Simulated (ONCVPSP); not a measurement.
u(r) = r·R(r): atom against pseudo-atom (hydrogen (H))

Columns: radius, all-electron u(r) and pseudo u(r) of the 1s shell (level -12.68 eV) of hydrogen in the configuration 1s0.5; PBE, scalar-relativistic, ONCV scheme, ONCVPSP 4.0.1.

| r (bohr) | all-electron | pseudo |
| --- | --- | --- |
| 0.038 | 0.0790 | 0.0696 |
| 0.075 | 0.1501 | 0.1362 |
| 0.113 | 0.2175 | 0.2026 |
| 0.150 | 0.2778 | 0.2644 |
| 0.188 | 0.3347 | 0.3243 |
| 0.225 | 0.3854 | 0.3786 |
| 0.263 | 0.4331 | 0.4300 |
| 0.300 | 0.4752 | 0.4755 |
| 0.338 | 0.5146 | 0.5175 |
| 0.375 | 0.5491 | 0.5537 |
| 0.413 | 0.5811 | 0.5864 |
| 0.450 | 0.6091 | 0.6141 |
| 0.488 | 0.6345 | 0.6387 |
| 0.525 | 0.6565 | 0.6595 |
| 0.563 | 0.6764 | 0.6782 |
| 0.600 | 0.6932 | 0.6941 |
| 0.638 | 0.7081 | 0.7084 |
| 0.675 | 0.7203 | 0.7204 |
| 0.713 | 0.7309 | 0.7309 |
| 0.750 | 0.7392 | 0.7392 |
| 0.788 | 0.7460 | 0.7460 |
| 0.825 | 0.7509 | 0.7509 |
| 0.863 | 0.7545 | 0.7545 |
| 0.900 | 0.7565 | 0.7565 |
| 0.938 | 0.7572 | 0.7572 |
| 0.975 | 0.7567 | 0.7567 |

(1) How many radial nodes do the two functions have?

(2) At about which radius was the pseudo-wave matched?

(3) Is the pseudo-wave norm-conserving?

Results:

(1) The all-electron 1s function has n − l − 1 = 0; the pseudo-wave has 0.

(2) 0.75 bohr. The columns agree to 0.0005 from 0.64 bohr on; several derivatives are matched, so the curves merge somewhat inside the radius.

(3) Yes: the ONCV scheme keeps the norm inside the radius equal to the all-electron one, which fixes the energy derivative of the logarithmic derivative at the level.
